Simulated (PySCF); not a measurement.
CH₈B₂SSi.
Cartesian coordinates in Å at the PBE0-D3(BJ)/def2-SVP level; atoms count from 1:
```
atom  x, y, z in Å
B1    -1.7206    0.9591    0.3495
C2    -1.0925   -0.4633    0.3885
B3    -0.5788   -0.6751   -1.0797
S4     1.1110   -0.4964   -1.6595
Si5    2.2366    0.0063    0.1221
H6    -2.7818    1.1436   -0.2009
H7    -1.1386    1.9090    0.8212
H8    -1.8980   -1.2085    0.5150
H9    -0.3116   -0.5797    1.1540
H10   -1.3496   -0.9453   -1.9695
H11    2.2257   -1.1283    1.0911
H12    3.6297    0.2582   -0.3413
H13    1.6855    1.2288    0.7735
```

Method: PySCF, delta-SCF UKS SCAN, pcX-2 on the ionised atom, pcseg-1 elsewhere, spin-free X2C. Each 1s hole has a ground state of its own, since the core basis sits on the ionised atom alone.

```json
{"ionised atom": "B3", "basis functions": "149", "E(ground) (Eh)": "-781.85275", "binding energy (eV)": "196.087"}
{"ionised atom": "C2", "basis functions": "149", "E(ground) (Eh)": "-781.85730", "binding energy (eV)": "290.094"}
{"ionised atom": "Si5", "basis functions": "160", "E(ground) (Eh)": "-781.91020", "binding energy (eV)": "1847.164"}
{"ionised atom": "S4", "basis functions": "160", "E(ground) (Eh)": "-781.99055", "binding energy (eV)": "2476.787"}
```

Problem. Fill in the total energy of each core-ionised state.

Solution. With binding energy = E(ionised) − E(ground) and 27.2114 eV a hartree:

```
atom  binding energy (Eh)  E(ionised) (Eh)
  B3               7.2060        -774.6467
  C2              10.6607        -771.1966
 Si5              67.8820        -714.0282
  S4              91.0203        -690.9703
```

Problem. How much do the ground-state energies differ, and what would follow from using one of them for all holes?

Solution. They run from -781.9905 Eh (core basis on S4) to -781.8528 Eh (on B3), 0.1377 Eh or 3.75 eV apart, though the state is the same; only basis and grid differ. Pairing the ion of B3 with the ground state of S4 would put its binding energy 3.75 eV too high.

Only 1s holes are shown. Spin contamination (⟨S²⟩ against 0.75 for a pure doublet) is marked for B 1s of B3 (0.86), which makes this value less certain. One conformer (not necessarily the lowest) at the PBE0-D3(BJ)/def2-SVP geometry, without solvent, vibrations or thermal averaging.
